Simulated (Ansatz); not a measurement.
Computed with Ansatz on PBE0-D4/def2-TZVP structures; ΔE is electronic, products minus reactants. CCSD(T)/CBS is the MP2 limit (def2-TZVPP, def2-QZVPP) plus CCSD(T) − MP2 in def2-TZVPP, frozen cores. This one scheme is used for every species. Functionals use def2-TZVPP. Each species was taken in one conformer, which may not be the lowest.

`F[SiH2][S][AlH2]` + `SS` → `F[SiH2]SS` + `[AlH2][SH]`  (ligand exchange at the Si–S bond)

(1) Is it downhill or uphill in electronic energy at CCSD(T)/CBS, and by how much? (An estimate is asked.)

(2) What do these levels give: LDA (SPW92), r2SCANh-D4, B2PLYP, PBE-QIDH, revPBE, HF/def2-QZVPP? (Best estimate.)

Largest T1 diagnostic among the species: 0.012.

Answers

(1) The calculation gave: Uphill: ΔE = +1.9 kcal/mol.

(2) Ansatz gave: LDA (SPW92) 0.5, r2SCANh-D4 1.9, B2PLYP 1.8, PBE-QIDH 1.8, revPBE 1.5, HF/def2-QZVPP 3.7 kcal/mol.

Leaving LDA and LC-ωPBE aside and taking each functional with its dispersion term where it has one, the values, not all of them listed here, spread over 1.4 kcal/mol, from revPBE-D4 to BHLYP-D4. LDA lies −0.7 kcal/mol from PBE without D4. In def2-TZVPP, CCSD(T) changes the Hartree–Fock value by −1.9 kcal/mol (the triples alone add −0.4 kcal/mol) and MP2 by −2.0 kcal/mol.
